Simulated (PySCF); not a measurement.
C₄H₁₁ClSi₂.
SMILES: `[SiH3]C[Si@@H](Cl)C(=C)C`

The closed-shell SCF was solved with PySCF and density fitting under several settings on one GFN2-xTB geometry (grid level 2 and gas phase unless stated).

| settings | basis functions | SCF cycles | E (Eh) | HOMO (eV) | LUMO (eV) | dipole (D) |
| --- | --- | --- | --- | --- | --- | --- |
| OLYP/3-21G, level shift 0.2 Eh, energy threshold 1e-07 Eh | 97 | 9 | -1192.0245 | -6.33 | -0.77 | 2.49 |
| PBE0/6-311G** | 216 | 13 | -1197.7374 | -7.73 | -0.38 | 1.96 |
| KT3/MINI, IEF-PCM dimethylsulfoxide | 58 | 13 | -1201.6699 | -8.48 | -2.73 | 2.26 |

Q: Estimate the row for these settings: X3LYP/IGLO-II, damping 0.2 at the start, DIIS from the seventh cycle.

A: 
| settings | basis functions | SCF cycles | E (Eh) | HOMO (eV) | LUMO (eV) | dipole (D) |
| --- | --- | --- | --- | --- | --- | --- |
| X3LYP/IGLO-II, damping 0.2 at the start, DIIS from the seventh cycle | 259 | 14 | -1198.1035 | -7.49 | -0.48 | 1.37 |

Q: Over all rows, what range does the HOMO–LUMO gap span?

A: From 5.56 eV (OLYP/3-21G, level shift 0.2 Eh, energy threshold 1e-07 Eh) to 7.35 eV (PBE0/6-311G**). The functional of the narrowest has no exact exchange, that of the widest 25 % exact exchange.

Q: And the dipole moment?

A: From 1.37 D (X3LYP/IGLO-II, damping 0.2 at the start, DIIS from the seventh cycle) to 2.49 D (OLYP/3-21G, level shift 0.2 Eh, energy threshold 1e-07 Eh); the largest is 1.82 times the smallest, and the median is 2.11 D.

Whole jobs, the steps after the SCF included, on one thread, Arm Neoverse V1 (aarch64), shared host:

```json
{"settings": "OLYP/3-21G, level shift 0.2 Eh, energy threshold 1e-07 Eh", "work after the SCF": "spin–spin couplings from 17 perturbed nuclei, spin–dipole term for 2 of them", "wall time": "19 s", "peak memory": "0.48 GiB"}
{"settings": "PBE0/6-311G**", "work after the SCF": "spin–spin couplings from 17 perturbed nuclei, spin–dipole term for 2 of them", "wall time": "89 s", "peak memory": "0.98 GiB"}
{"settings": "KT3/MINI, IEF-PCM dimethylsulfoxide", "work after the SCF": "12 singlets by full TDDFT, 5 Tamm–Dancoff triplets, polarisability", "wall time": "11 s", "peak memory": "0.58 GiB"}
{"settings": "X3LYP/IGLO-II, damping 0.2 at the start, DIIS from the seventh cycle", "work after the SCF": "spin–spin couplings from 17 perturbed nuclei, spin–dipole term for 2 of them", "wall time": "2.6 min", "peak memory": "1.1 GiB"}
```

Cycle counts include a coarse-grid stage where the run had one. All basis functions are spherical, in the Pople sets too. KT3 was designed for NMR shieldings or shifts; total energies of different functionals aren't comparable. The species at its GFN2-xTB geometry (one conformer only).

Conformer computed: `[CH2:1]=[C:2]([CH3:3])[Si@H:4]([Cl:5])[CH2:6][SiH3:7]`: C1–C2–Si4–Cl5 139°, C2–Si4–C6–Si7 67°.
